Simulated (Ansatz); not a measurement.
Strength of the S–Sn bond: Sn(SH)3 → Sn(SH)2 + HS

Species: Sn(SH)3, doublet; Sn(SH)2, singlet; HS, doublet. 

Shapes, held fixed at every level: PBE0-D4/def2-TZVP. Flexible molecules stand in one conformer, not always the lowest. Programs: Ansatz 0.2.0. Electronic energies: no zero-point or thermal term.

Question: Estimate ΔE of this reaction.

Answer: The highest level, CCSD(T)/def2-TZVPP, gives ΔE = +123.3 kJ/mol; the levels span +76.1 to +146.4. A fragment pairs its electrons up again, so this isn't a typical strength of such a bond. The column of differences is taken from that level and isn't an error. No measured value is set beside it here. Open shells run unrestricted unless RO is named. For atoms past krypton def2 sets carry core potentials with scalar relativity. Correlated rows may include outer-core shells of Sn, which these sets cover unevenly.

| level | kind | ΔE (kJ/mol) | less CCSD(T)/def2-TZVPP |
| --- | --- | --- | --- |
| HF/def2-TZVPP | Hartree–Fock | +76.1 | -47.2 |
| PBE-D4/def2-TZVPP | GGA | +146.4 | +23.1 |
| r2SCAN-D4/def2-TZVPP | meta-GGA | +145.2 | +21.9 |
| B3LYP-D4/def2-TZVPP | global hybrid | +123.0 | -0.3 |
| wB97M-V/def2-TZVPP | range-separated hybrid | +136.5 | +13.2 |
| B2PLYP/def2-TZVPP | double hybrid | +116.7 | -6.6 |
| CCSD/def2-TZVPP | coupled cluster or CI | +114.5 | -8.8 |
| CCSD(T)/def2-TZVPP | coupled cluster or CI | +123.3 | 0.0 |
